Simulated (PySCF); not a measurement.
Job file and geometry (Å, from GFN2-xTB) of an NMR shielding run on SMILES FC(F)(F)OBO[SiH3], CH4BF3O2Si, GIAO PBE0/pcSseg-1 NMR shielding, non-relativistic, gas phase (PySCF 2.14.0, density-fitted response routines); density fitting, a coarse starting grid and PySCF grid level 2 are the driver's defaults:

```
$ OMP_NUM_THREADS=1 python probes_run.py task.json out

{"job": {"kind": "nmr", "xc": "PBE0", "basis": "pcSseg-1"}, "charge": 0, "multiplicity": 1}
F      1.127462     1.540955     0.133977
C      1.758600     0.369321    -0.069691
F      1.461868     0.019858    -1.335345
F      3.063083     0.649514    -0.063057
O      1.477658    -0.550865     0.814830
B      0.182247    -1.022234     1.059486
O     -0.864820    -0.585278     0.428978
Si    -1.888692     0.220809    -0.554560
H      0.149045    -1.844433     1.890171
H     -2.775121    -0.841128    -1.023813
H     -1.169563     0.861749    -1.651864
H     -2.520569     1.181045     0.344862
```

Question: Write the output of this run.

Answer: 
```
coarse grid: 11712 points
cycle   1  E = -803.9513711879  dE =  1.410e+00  |g| = 1.195e+00  |ddm| = 3.017e+00
cycle   2  E = -803.7130697588  dE =  2.383e-01  |g| = 1.728e+00  |ddm| = 1.397e+00
cycle   3  E = -804.1845685231  dE = -4.715e-01  |g| = 1.044e-01  |ddm| = 8.860e-01
cycle   4  E = -804.1856037012  dE = -1.035e-03  |g| = 7.593e-02  |ddm| = 1.029e-01
cycle   5  E = -804.1865637944  dE = -9.601e-04  |g| = 7.015e-03  |ddm| = 3.851e-02
cycle   6  E = -804.1865720763  dE = -8.282e-06  |g| = 1.792e-03  |ddm| = 6.818e-03
final grid: 113064 points
cycle   7  E = -804.2714145186  dE = -4.584e-05  |g| = 9.790e-03  |ddm| = 1.792e-02
cycle   8  E = -804.2714003952  dE =  1.412e-05  |g| = 1.373e-02  |ddm| = 1.076e-02
cycle   9  E = -804.2714295105  dE = -2.912e-05  |g| = 9.624e-04  |ddm| = 6.649e-03
cycle  10  E = -804.2714296514  dE = -1.409e-07  |g| = 4.215e-04  |ddm| = 7.902e-04
cycle  11  E = -804.2714296796  dE = -2.823e-08  |g| = 6.102e-05  |ddm| = 2.156e-04
cycle  12  E = -804.2714296803  dE = -6.878e-10  |g| = 2.040e-05  |ddm| = 6.213e-05
converged SCF energy = -804.2714296803

GIAO shielding tensors (ppm)
atom      isotropic    diamagn.    paramagn.     s11        s22        s33       span
  0 F      234.247     476.548    -242.301    164.743    184.122    353.877    189.135
  1 C       57.734     238.414    -180.680     50.777     57.797     64.629     13.851
  2 F      229.387     476.236    -246.849    158.273    180.265    349.622    191.349
  3 F      240.687     467.442    -226.756    171.575    195.237    355.248    183.672
  4 O      145.993     394.012    -248.019     52.968    186.926    198.084    145.116
  5 B       80.188     197.680    -117.492     57.075     88.267     95.222     38.147
  6 O      220.247     396.152    -175.905    137.320    165.633    357.788    220.468
  7 Si     388.549     879.804    -491.255    352.333    365.278    448.036     95.704
  8 H       27.636      29.601      -1.964     23.876     26.909     32.123      8.247
  9 H       26.498      28.733      -2.235     23.027     24.880     31.588      8.561
 10 H       26.223      30.369      -4.145     22.180     27.098     29.392      7.212
 11 H       26.533      29.250      -2.716     23.423     24.751     31.426      8.003
```

Size and cost of the density-fitted run: 163 basis functions, 26 s wall time on 1 thread of an Arm Neoverse V1, shared host; peak memory 0.73 GiB.
